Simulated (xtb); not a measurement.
cyclopropane (C$_{3}$H$_{6}$), singlet, geometry from GFN2-xTB, atoms displaced at random by about 0.02 Å a coordinate. Base run: GFN1-xTB (xtb 6.7.1).

Here is a job for xtb.
```
$ xtb mol.xyz --gfn 1 --opt --json

# file mol.xyz
9

C      0.00119389     0.88945930     0.01355325
C      0.76882860    -0.41399040     0.03758712
C     -0.77506887    -0.45670650     0.01079174
H     -0.02572290     1.47044174     0.96487670
H      0.02550420     1.47875310    -0.85667068
H      1.27518701    -0.73023223    -0.90766635
H      1.23715655    -0.75421463     0.88957537
H     -1.28611754    -0.72970099     0.83738256
H     -1.23096785    -0.72556250    -0.90241918
```

Each row names what was changed in the base input (with any setting that the change needs).

| change | ΔE vs base (kJ/mol) | optimiser steps |
|---|---|---|
| base | 0.00 | 6 |
| opt level = vtight | 0.00 | 8 |
| opt level = extreme | 0.00 | 9 |
| alpb = cs2 | -5.52 | 6 |
| opt level = sloppy | 0.03 | 4 |
| opt level = loose | 0.03 | 4 |
| opt level = tight | 0.00 | 7 |
| engine = lbfgs | 0.00 | - |
| engine = inertial | 0.03 | - |
| alpb = hexane | -5.89 | 6 |
